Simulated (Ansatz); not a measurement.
Ideal-gas functions of F3H3InN (`[NH3+][In-]([F])([F])[F]`) at 500 K and 1 bar, from an Ansatz frequency run at PBE0-D4/def2-TZVP.

Molar mass 188.84 g/mol, point group C3v (symmetry number 3), electronic degeneracy 1, moments of inertia 200.509, 200.611, 214.799 u Å². Harmonic wavenumbers (cm⁻¹, unscaled): 65, 65, 108, 127, 127, 151, 355, 573, 592, 592, 617, 617, 1211, 1655, 1655, 3488, 3609, 3609.

Use S(trans) = R[1.5 ln M + 2.5 ln T − 1.1517]; rotational temperatures θ = 24.2544 K / I; S(rot) = R[ln(√π/σ · √(T³/θAθBθC)) + 1.5]; for each mode x = 1.438777 ν̃/T, S = R[x/(eˣ − 1) − ln(1 − e⁻ˣ)] and H = RT x/(eˣ − 1); 1 cm⁻¹ = 0.0119627 kJ/mol; R = 8.31446 J/(mol·K).

By hand: the entropy, in J/(mol·K).

Translation 185.0. Rotation: θ = 0.121, 0.1209, 0.1129 K, giving 112.2. Vibration, mode by mode: 22.27, 22.27, 18.06, 16.73, 16.73, 15.31, 8.49, 5.04, 4.82, 4.82, 4.55, 4.55, 1.18, 0.41, 0.41, 0.00, 0.00, 0.00, in all 145.7. Electronic 0.0. Sum 442.9 J/(mol·K).

By hand: H − E and G − E in kJ/mol, counted from the electronic energy.

Zero-point energy ½ × 19216 × 0.0119627 = 114.9; thermal vibration 32.3; translation, rotation and pV give 4 RT = 16.6. H − E = 163.8 kJ/mol, and G − E = 163.8 − 500 × 442.9/1000 = -57.6 kJ/mol.

Vibration gives 33 % of the entropy, 96.1 J/(mol·K) of it from the modes under 150 cm⁻¹: soft modes count most, and the harmonic formula is weakest for them. The sum counts one conformer and one mirror image; others add a mixing term.
